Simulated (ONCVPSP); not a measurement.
**What one change does to a pseudopotential (molybdenum (Mo), ONCV)**

```
Element                 : molybdenum
Generator               : ONCVPSP 4.0.1
Type                    : optimised norm-conserving Vanderbilt (ONCV)
Functional              : PW91
Relativity              : fully relativistic
Frozen core             : [Ar] 3d10
Valence charge          : 14
Reference configuration : 4s2 4p6 4d5 (charge +1)
Partial waves           : 4s: rc 1.10 bohr, ncon 4, nbas 7, qcut 4.6 1/bohr, 2 projectors, debl 1.9 Ha; 4p: rc 2.10 bohr, ncon 4, nbas 8, qcut 8.1 1/bohr, 2 projectors, debl 1.4 Ha; 4d: rc 2.25 bohr, ncon 4, nbas 8, qcut 5.8 1/bohr, 1 projector
Local potential         : polynomial inside 0.80 bohr (lpopt 5, dvloc0 3 Ha)
Core correction         : polynomial model core, fcfact 0.6
```

Open shells are filled in proportion to 2j + 1.

In the s channel the program set the typed energies aside and used -2.615, 0.250 Ha. In the p channel the program set the typed energies aside and used -1.637, 0.250 Ha (j = l + 1/2; the other j can differ).

Change: local potential polynomial inside 0.75 bohr (lpopt 5, dvloc0 -1 Ha).

Cutoffs: the cutoffs (Ha) at which the residual kinetic energy of the hardest occupied pseudo-wave falls to 1 and 0.1 mHa per electron; they do not see the model core or the augmentation charge, which bear on the density cutoff. Errors are all-electron minus pseudo energies relative to the spin-unpolarised reference configuration.

**Question.** How do hardness, ghosts and transferability respond?

**Answer.** The potential gets neither clearly harder nor softer (96 Ha and 111 Ha → 96 Ha and 111 Ha); a bound ghost appears in s, which as a rule spoils a file; the lowest positive-energy flag moves from s at 43.6 eV to p3/2 at 133.7 eV; the errors of the 4 common tests hardly move; the range in which the s phases agree widens (upper end 1.6 → at the end of the scan). In the separable form a ghost depends on how the local part lies against the semilocal potential of the channel, so the choice of the local part can create or remove one.

```tsv
quantity	base	changed
cutoff, loose	96 Ha	96 Ha
cutoff, tight	111 Ha	111 Ha
bound ghosts	none	s
GHOST(+) flags under 300 eV	s at 43.6 eV	p3/2 at 133.7 eV, p1/2 at 140.0 eV
error for 4s2 4p6 4d5 5s1, meV [ΔE -6.94 eV]	+1.0	+0.9
error for 4s2 4p6 4d4, meV [ΔE 15.52 eV]	+2.7	+2.7
error for 4s2 4p6 4d3, meV [ΔE 42.33 eV]	+36	+37
error for 4s2 4p6 4d4 5s1 5p1, meV [ΔE -3.19 eV]	+8.7	+8.8
s: phases at 1.12 bohr within 0.05 rad from the reference energy up to (Ha; the scan ends near 5)	1.6	to the end of the scan
p3/2: phases at 2.13 bohr within 0.05 rad from the reference energy up to (Ha; the scan ends near 5)	4.8	4.2
p1/2: phases at 2.13 bohr within 0.05 rad from the reference energy up to (Ha; the scan ends near 5)	4.8	4.3
d5/2: phases at 2.28 bohr within 0.05 rad from the reference energy up to (Ha; the scan ends near 5)	1.0	1.1
d3/2: phases at 2.28 bohr within 0.05 rad from the reference energy up to (Ha; the scan ends near 5)	1.0	1.0
rms error of d²Exc/dni dnj with the model core, mHa	5.32	5.31
```

 A true bound ghost makes a file unfit for plane-wave use even where its test errors are small: the radial tests pick states by their node count and pass the ghost by.
